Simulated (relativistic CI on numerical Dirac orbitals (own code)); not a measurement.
# Sc2+ in a cubic cluster: 2p photoemission with charge transfer

Computed with a charge-transfer multiplet model of a cubic metal-ligand cluster with up to 2 ligand holes, Slater and spin-orbit integrals from Dirac-Coulomb-Breit ions, Slater integrals scaled by 0.9. The ground state mixes d1 with configurations of k ligand holes L, whose averages lie at kΔ + k(k − 1)U_dd/2; a core hole lowers each added d electron by U_cd. 300 K, Lorentzian 0.6 eV and Gaussian 0.8 eV FWHM.

Atomic integrals in eV (Slater integrals scaled, ζ unscaled), ground: F2dd 5.299, F4dd 3.246, zeta_d 0.008; with the core hole: F2dd 5.299, F4dd 3.246, zeta_d 0.020, zeta_core 3.005, F2cd 4.627, G1cd 3.325, G3cd 1.884. Where a configuration has fewer than two d electrons, the dd integrals are those of d2.

Cluster parameters (eV): Δ = 7.6, U_dd = 4.2, U_cd = 5, 10Dq(ligand) = 0.4, V(eg) = 2.7, V(t2g) = -1.28, final-state hopping factor = 0.9.

```
         Case   n_d    d1   d2L  d3L2     S
10Dq = 0.9 eV  1.37  0.67  0.30  0.03  0.50
10Dq = 1.5 eV  1.36  0.67  0.29  0.03  0.50
10Dq = 2.1 eV  1.35  0.68  0.29  0.03  0.50
```

Weights, n_d and S are thermal averages at 300 K. Binding energies count from the first peak over 30 % of the highest in each spectrum, which can be another peak from case to case. The parameters are a model scan and need not match a compound or its usual spin state. Peaks in eV (height, largest 100):
- 10Dq = 0.9 eV: 0.0 (100), 4.6 (49), 9.3 (7)
- 10Dq = 1.5 eV: 0.0 (100), 4.6 (48), 9.4 (7)
- 10Dq = 2.1 eV: 0.0 (100), 4.6 (47), 8.2 (6), 9.6 (7)

Curve for 10Dq = 2.1 eV (points under 2 left out, the grid thinned):

(E (eV), Intensity): (-3.3, 2.0), (-2.9, 2.6), (-2.6, 3.3), (-2.2, 4.7), (-1.9, 6.7), (-1.5, 12.2), (-1.1, 26.7), (-0.8, 47.4), (-0.4, 81.5), (0.0, 100.0), (0.3, 94.1), (0.7, 67.3), (1.0, 47.2), (1.4, 28.5), (1.8, 16.0), (2.1, 11.3), (2.5, 9.4), (2.8, 9.8), (3.2, 12.8), (3.6, 19.3), (3.9, 27.2), (4.3, 41.4), (4.7, 47.3), (5.0, 41.7), (5.4, 31.9), (5.7, 26.0), (6.1, 17.8), (6.5, 11.4), (6.8, 8.7), (7.2, 6.8), (7.5, 6.3), (7.9, 6.3), (8.3, 6.4), (8.6, 6.3), (9.0, 6.3), (9.3, 6.6), (9.7, 6.7), (10.1, 5.7), (10.4, 4.6), (10.8, 3.3), (11.2, 2.4), (13.9, 2.0), (14.3, 2.8), (14.6, 2.7), (15.0, 2.1)

For the case 10Dq = 1.5 eV, Δ = 7.6 eV is larger than U_dd = 4.2 eV, the Mott-Hubbard side of the Zaanen-Sawatzky-Allen scheme. With the core hole the average of the configuration with one ligand hole lies at Δ − U_cd = 2.6 eV before mixing: the effective hopping of about 5.3 eV (from the holes of the mixed ground state) is comparable with this gap or larger, so the configurations mix strongly.
